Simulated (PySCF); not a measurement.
Computed IR spectrum (relative IR intensity) of a molecule C₄H₆F₂. The structure is a stationary point at PBE-D3(BJ)/def2-SVP. One conformer was computed; it need not be the lowest. Computed with PySCF 2.14.0 with PBE-D3(BJ)/def2-SVP. Frequencies are harmonic and unscaled.

Lines under 2 % of the strongest are left out, and lines within 2 cm⁻¹ are merged.

ν (cm⁻¹): 305 (vw), 483 (vw), 608 (w), 880 (w), 905 (m), 939 (w), 968 (w), 1070 (vs), 1115 (s), 1323 (m), 1333 (w), 1364 (w), 1369 (m), 1397 (w), 1413 (m), 1692 (vw), 2936 (m), 2964 (w), 3038 (w), 3086 (w) (against the strongest line: vs over 80 %, s over 45 %, m over 15 %, w over 4 %, vw less)

### Question
Which molecule gave these data?
A. C=C(C)C(F)F
B. C[C@@H](F)/C=C\F
C. C/C(F)=C(\C)F
D. FC1(F)CCC1

### Answer
A, C=C(C)C(F)F
